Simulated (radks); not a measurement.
Values are calculated unless marked as measured or tabulated.
Problem. Neutral rubidium, [Kr] 5s1. Level of theory: non-relativistic Kohn-Sham, exchange-only LDA, spin-polarised, spherical densities, point nucleus (a radial shooting solver on a logarithmic mesh with Libxc functionals). Every spin shell is full or empty, so the densities are truly spherical. Functionals are evaluated on that one density, not self-consistently. Rank these exchange functionals by their error against the exact value of the orbitals, and give that value: LDA, B88, PBE, revPBE, PW86, OPTX, B86b, TPSS, revTPSS, r2SCAN, Tao-Mo, MVS.

Solution. Exact: -97.6816 hartree. From best to worst, with 100 (|E| - |E exact|)/|E exact| (equal figures are ties): r2SCAN -0.02, PW86 +0.03, MVS +0.05, B86b +0.07, B88 +0.07, TPSS -0.11, revPBE -0.22, PBE -0.40, Tao-Mo -0.67, revTPSS -0.81, OPTX +0.91, LDA -5.46.
